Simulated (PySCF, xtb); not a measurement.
C2H5F2NSi, SMILES C/C=N/[SiH](F)F.

The structure is a stationary point at r2SCAN-D4/def2-SVP. The structure was generated by enumeration; whether it is a known compound was not checked. The values are those of a single conformer.

Level of theory: C-PCM-M06-2X/def2-SVP in PySCF 2.14.0.

The values are the electrostatic part of the solvation free energy, E(continuum) − E(gas) at the gas-phase geometry, in a cavity of scaled van der Waals radii (PySCF's table); cavitation and dispersion terms are not included. In vacuum the orbital gap is 8.92 eV. The dipole moment in vacuum is 2.88 D.

### Question
Estimate the values in water (ε = 78.36), dichloromethane (ε = 8.93), diethylether (ε = 4.24). (The exact figures need the calculation; the answer reports its results.)

### Answer

```csv
solvent,ε,ΔG(elec) (kcal/mol),dipole (D),gap (eV)
water,78.36,-4.7,3.54,9.04
dichloromethane,8.93,-4.2,3.46,9.02
diethylether,4.24,-3.5,3.36,9.01
```

For comparison, GFN2-xTB/ALPB(water) (xtb, at the GFN2-xTB geometry, all terms of that model) gives -2.4 kcal/mol.
